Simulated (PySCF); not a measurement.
# Dipole moment and polarisability of `CCC(=O)OC[SiH3]`

Species: C4H10O2Si.
Structure used (GFN2-xTB), in Å, numbered top down from 1:
```xyz
17
C4H10O2Si angstrom
C     -2.642   -0.743   -0.302
C     -1.825    0.509   -0.001
C     -0.342    0.219   -0.024
O      0.144   -0.815    0.382
O      0.360    1.212   -0.512
C      1.786    1.058   -0.543
Si     2.471   -0.637    0.060
H     -2.485   -1.063   -1.329
H     -2.338   -1.549    0.359
H     -3.701   -0.545   -0.158
H     -2.037    1.312   -0.708
H     -2.060    0.869    1.004
H      2.190    1.870    0.064
H      2.083    1.246   -1.576
H      2.364   -0.804    1.502
H      3.912   -0.389   -0.194
H      2.114   -1.737   -0.825
```

Level: PBE0/def2-SVPD (PySCF), static field, nuclei fixed, core orbitals frozen in the response. The polarisability tensor in these axes (au):

```
x   100.34  -0.11  -0.57
y    -0.11  79.11  -3.25
z    -0.57  -3.25  68.84
```

Problem. Diagonalise the tensor; give its mean and Δα, where Δα² is half the sum of the squared differences of the eigenvalues.

Solution. Principal values 67.89, 80.05 and 100.35 au; mean 82.76 au = 12.26 Å³ = 13.65 × 10⁻⁴⁰ C²·m²/J; Δα = 28.40 au (34 % of the mean).

Problem. What is the dipole moment, and where does it point?

Solution. (-2.05, 1.71, -0.52) D, 2.72 D in size, pointing from the negative to the positive side. Measured along this direction, the outermost atoms are H16 at the negative end and H11 and H10 at the positive end.

Problem. In a dilute gas of rigid molecules at 350 K, how does the orientational term μ²/3kT compare with the electronic polarisability?

Solution. In Gaussian units μ²/3kT = 51.08 Å³ against 12.26 Å³, a ratio of 4.16; the Debye molar polarisation (4π/3)N_A(α + μ²/3kT) is 159.8 cm³/mol, leaving out the vibrational part.

Problem. Form Σ f/ω² (atomic units) for the 8 lowest TDDFT singlets, given as eV and f, and set it beside the mean polarisability, which is this sum over all singlets: 5.97, 0.0015; 7.11, 0.0010; 7.22, 0.0346; 7.48, 0.0300; 7.87, 0.0187; 7.93, 0.0080; 7.99, 0.0068; 8.03, 0.0087.

Solution. They add up to 1.43 au, 1.7 % of the 82.76 au; the largest single term is 0.49 au, from the state at 7.22 eV. Terms in order: 0.03, 0.01, 0.49, 0.40, 0.22, 0.09, 0.08, 0.10 au. Higher excitations give the rest. The strengths listed sum to 0.109.

Problem. Refractivity n − 1 of an ideal gas of it at 500 K and 1 atm, from the electronic α?

Solution. N = p/kT = 1.4678 × 10¹⁹ cm⁻³, so n − 1 = 2π × N × 12.26 × 10⁻²⁴ cm³ = 1131 × 10⁻⁶ at long wavelengths, for an ideal gas.

Problem. Give the principal axes and the span of the nuclei along them.

Solution. Largest value along (1.00, 0.00, -0.02), where the nuclei span 7.61 Å; middle along (0.00, 0.96, -0.28), 3.35 Å; least along (0.02, 0.28, 0.96), 2.88 Å. The response follows the extents in order.

Geometry: GFN2-xTB, one conformer, isolated molecule.

The run behind these numbers computed excited states as well. Time: 80 s wall; peak memory 0.86 GiB. Hardware: one thread, Arm Neoverse V1 (aarch64), on a shared host.
